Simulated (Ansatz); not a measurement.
`OC(O)[SiH3]` + HCl → `OC(O)Cl` + SiH₄  (substitution at a C–Si bond)

Isolated molecules relaxed with PBE0-D4/def2-TZVP in Ansatz; ΔE leaves out vibrations. CCSD(T)/CBS is the MP2 limit (def2-TZVPP, def2-QZVPP) plus CCSD(T) − MP2 in def2-TZVPP, frozen cores. This one scheme is used for every species. Functionals use def2-TZVPP. Each species was taken in one conformer, which may not be the lowest.

| species | PBE-D4 energy (Eh) |
| --- | --- |
| `OC(O)[SiH3]` | -481.36730 |
| HCl | -460.62759 |
| `OC(O)Cl` | -650.26744 |
| SiH₄ | -291.72329 |

Problem. Work out ΔE.

Solution. ΔE = (-650.26744) + (-291.72329) − (-481.36730) − (-460.62759) = 0.00416 Eh = +10.9 kJ/mol. CCSD(T)/CBS gives +16.4 kJ/mol.

Largest T1 diagnostic among the species: 0.012.

At CCSD(T), def2-SVP lies −8.7 kJ/mol from the extrapolated value and def2-TZVPP −1.7 kJ/mol. Leaving LDA and LC-ωPBE aside and taking each functional with its dispersion term where it has one, the values, not all of them listed here, spread over 5.3 kJ/mol, from B97M-V to CAM-B3LYP-D4. In def2-TZVPP, CCSD(T) changes the Hartree–Fock value by +9.4 kJ/mol (the triples alone add −1.1 kJ/mol) and MP2 by +8.4 kJ/mol.
